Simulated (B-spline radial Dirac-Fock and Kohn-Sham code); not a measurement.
Electron momentum distribution of Sr¹⁵⁺: Compton profiles

System: Sr¹⁵⁺, [Ar] 3d5.

Method: the impulse approximation on configuration-average Dirac-Fock orbitals. Computed with an atomic code on a B-spline grid. pz is in atomic units of momentum; subshell profiles are per electron, for a selection of subshells; open shells are spread over both j values by their weights.

| pz | J total | J 3p1/2 | J 3d3/2 | J 3d5/2 |
| --- | --- | --- | --- | --- |
| 0 | 1.894 | 0.112 | 0.0774 | 0.0778 |
| 0.29 | 1.889 | 0.112 | 0.0774 | 0.0778 |
| 0.42 | 1.883 | 0.112 | 0.0774 | 0.0778 |
| 0.6 | 1.871 | 0.112 | 0.0774 | 0.0778 |
| 0.86 | 1.846 | 0.112 | 0.0774 | 0.0778 |
| 1.2 | 1.801 | 0.111 | 0.0774 | 0.0778 |
| 1.8 | 1.688 | 0.106 | 0.0770 | 0.0774 |
| 2.5 | 1.510 | 0.0940 | 0.0755 | 0.0758 |
| 3.6 | 1.185 | 0.0651 | 0.0681 | 0.0683 |
| 5.1 | 0.7940 | 0.0282 | 0.0497 | 0.0497 |
| 7.4 | 0.4484 | 0.00592 | 0.0229 | 0.0227 |
| 11 | 0.2258 | 0.00351 | 0.00532 | 0.00521 |
| 15 | 0.1172 | 0.00251 | 0.00107 | 0.00104 |
| 22 | 0.04406 | 0.000730 | 9.02e-05 | 8.57e-05 |
| 31 | 0.01626 | 0.000138 | 6.88e-06 | 6.34e-06 |
| 44 | 0.005015 | 1.78e-05 | < 1e-6 | < 1e-6 |
| 63 | 0.001206 | 1.80e-06 | < 1e-6 | < 1e-6 |
| 90 | 0.0002418 | < 1e-6 | < 1e-6 | < 1e-6 |

J(0) = 1.894. The 3p3/2 subshell gives the largest part, 24 %.

Mean momentum ⟨p⟩ by subshell (a.u.): 1s1/2 33.4, 2s1/2 11.6, 2p1/2 15.6, 2p3/2 15.2, 3s1/2 5.61, 3p1/2 6.66, 3p3/2 6.55, 3d3/2 7.73, 3d5/2 7.68.
